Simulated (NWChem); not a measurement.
Molecule: CH$_{5}$AuO$_{2}$; SMILES C[O][Au]<-[OH2]

```xyz
9

Au     0.0516    -0.1823     0.0000
O      0.5033     1.7093     0.0000
C     -0.5356     2.6313     0.0000
H     -1.1936     2.5744     0.8923
H     -0.0888     3.6448     0.0000
H     -1.1936     2.5744    -0.8923
O     -0.3189    -2.2987     0.0000
H      0.0694    -2.7302     0.7727
H      0.0694    -2.7302    -0.7727
```
Atoms are numbered in this order, from 1.

Program: NWChem. Medium grid unless said otherwise, to which SCAN and Minnesota functionals are sensitive. Geometry: optimised at PBE0/def2-SVP. Not confirmed as a minimum by frequencies. def2 effective core potentials on Au; no spin-orbit coupling. Hybrids' shares of exact exchange are those that their runs print; pure functionals count as 0. The functionals differ in more than this share.

```csv
row,share of exact exchange,orbital gap (eV)
PBE/def2-SVP,0.00,2.62
PW91/def2-SVP,0.00,2.58
B3LYP/def2-SVP,0.20,4.42
M06/def2-SVP,0.27,withheld
MN15/def2-SVP,0.44,6.64
M05-2X/def2-SVP,0.56,7.60
```

Task: Fit a straight line of the last column on the one before it, predict the withheld value, and compare with the run.

Result: 
1. Means of the 5 shown rows: x = 0.240, y = 4.772. Slope Σ(x − x̄)(y − ȳ)/Σ(x − x̄)² = 2.335/0.2592 = 9.009; intercept 2.610.
2. The shown rows scatter about the line by 0.041 (root mean square); the largest residual is +0.07, at MN15/def2-SVP.
3. At x = 0.27 (M06/def2-SVP; inside the shown range) the line gives 5.04.
4. The run gives 4.80, -0.24 from the line, 5.8 times the scatter.
